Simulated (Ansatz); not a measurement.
Two structures, one formula

The two ends of one reaction step of GaPH₆S, singlet (PBE0-D4/def2-TZVP).

A:

Ga1  (-1.218, 0.158, -0.231)
S2  (1.015, 1.071, -1.246)
H3  (-1.691, -0.523, -1.568)
H4  (-1.752, 1.577, 0.189)
H5  (1.648, -0.112, -1.324)
P6  (-0.507, -1.260, 1.490)
H7  (1.605, 1.378, -0.079)
H8  (0.426, -0.347, 2.052)
H9  (0.474, -1.941, 0.718)
(Å)

B:

```csv
atom,x (Å),y (Å),z (Å)
Ga1,-0.9698,0.5353,-0.7933
S2,0.9922,1.4513,-1.4397
H3,-1.5396,-0.5054,-1.8152
H4,-1.8303,1.3697,0.2154
H5,1.2630,-1.7823,0.1454
P6,0.2595,-1.0421,0.7995
H7,0.9912,2.4039,-0.4941
H8,1.0716,-0.3702,1.7339
H9,-0.2379,-2.0601,1.6479
```

Ansatz 0.2.0; basis: def2-TZVPP; cores frozen in the correlated methods. Filled d shells of the heavier atoms are correlated. The def2 sets are not built for correlating such inner shells, so the correlated values are less sure here. B3LYP uses VWN-RPA correlation.

Which structure is lower at CCSD(T), and by how much? (To be estimated.)

The calculation gives: B, by 12.99 kcal/mol (electronic energy, against the other). By their contacts, A is GaPH₆S ([PH2][GaH2][SH2]) and B is GaPH₆S ([PH3][GaH2][SH]).

All methods give the same order:

| method | E(B) − E(A) (kcal/mol) |
| --- | --- |
| SPW92 | -12.26 |
| PBE-D4 | -12.21 |
| BLYP-D4 | -12.60 |
| r2SCAN-D4 | -13.47 |
| B97M-V | -11.75 |
| PBE0-D4 | -13.20 |
| B3LYP-D4 | -13.40 |
| r2SCAN0-D4 | -13.97 |
| BHLYP-D4 | -14.78 |
| CAM-B3LYP-D4 | -13.80 |
| wB97X-V | -13.85 |
| wB97M-V | -12.77 |
| B2PLYP | -13.66 |
| PBE-QIDH | -14.16 |
| RPA on PBE | -12.02 |
| HF | -16.36 |
| MP2 | -13.95 |
| CCSD | -13.28 |
| CCSD(T) | -12.99 |

T1 diagnostic: at most 0.014.

Labels in which every atom is bracketed show which atoms are joined, not bond orders.

For scale, one of the runs: CCSD(T)/def2-TZVPP, 216 basis functions, launched by `ansatz run in.yaml --threads 4 --pin off --events-out ev --progress --plain --max-ram 9574MiB`. Hardware: 4 CPU threads of an Arm Neoverse V1, shared host. Wall time 70 s; peak host memory 2.9 GiB.
